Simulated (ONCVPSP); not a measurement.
**What one change does to a pseudopotential (S, ONCV)**

* Element: sulfur (S)
* Generator: ONCVPSP 4.0.1
* Type: optimised norm-conserving Vanderbilt (ONCV)
* Functional: LDA (Perdew-Wang 92)
* Relativity: scalar-relativistic
* Frozen core: [He]
* Valence charge: 14
* Reference configuration: 2s2 2p6 3s2 3p4
* Partial waves: 2s+3s: rc 0.95 bohr, ncon 4, nbas 8, qcut 15.3 1/bohr, 2 projectors; 2p+3p: rc 0.75 bohr, ncon 4, nbas 7, qcut 21.2 1/bohr, 2 projectors; d scattering state at 0.1 Ha: rc 0.90 bohr, ncon 4, nbas 8, qcut 12.4 1/bohr, 2 projectors, debl 1.9 Ha
* Local potential: polynomial inside 0.60 bohr (lpopt 4, dvloc0 0 Ha)
* Core correction: Teter function, fcfact 3, rcfact 1.5

Change: p: qcut 19.3.

Cutoffs: the cutoffs (Ha) at which the residual kinetic energy of the hardest occupied pseudo-wave falls to 1 and 0.1 mHa per electron; they do not see the model core or the augmentation charge, which bear on the density cutoff. Errors are all-electron minus pseudo energies relative to the spin-unpolarised reference configuration.

**Question.** How do hardness, ghosts and transferability respond?

**Answer.** The potential gets softer (161 Ha and 183 Ha → 147 Ha and 165 Ha); the errors of the 4 common tests hardly move; neither file shows a bound ghost. The waves are optimised to have the least kinetic energy above qcut, so the cutoff follows it (qcut²/2 in Ha).

| quantity | base | changed |
| --- | --- | --- |
| cutoff, loose | 161 Ha | 147 Ha |
| cutoff, tight | 183 Ha | 165 Ha |
| loose cutoff by channel | s 46 Ha, p 161 Ha | s 46 Ha, p 147 Ha |
| bound ghosts | none | none |
| GHOST(+) flags under 300 eV | none | none |
| error for 2s2 2p6 3s2 3p3, meV [ΔE 11.86 eV] | +0.8 | +0.8 |
| error for 2s2 2p6 3s2 3p2, meV [ΔE 34.23 eV] | +3.2 | +3.4 |
| error for 2s2 2p6 3s2 3p1, meV [ΔE 68.38 eV] | +9.9 | +11 |
| error for 2s2 2p6 3s2 3p3.5, meV [ΔE 4.71 eV] | +0.3 | +0.3 |
| s: phases at 0.96 bohr within 0.05 rad from the reference energy up to (Ha; the scan ends near 5) | to the end of the scan | to the end of the scan |
| p: phases at 0.76 bohr within 0.05 rad from the reference energy up to (Ha; the scan ends near 5) | to the end of the scan | to the end of the scan |
| d: phases at 0.91 bohr within 0.05 rad from the reference energy up to (Ha; the scan ends near 5) | to the end of the scan | to the end of the scan |
| rms error of d²Exc/dni dnj with the model core, mHa | 1.97 | 1.89 |
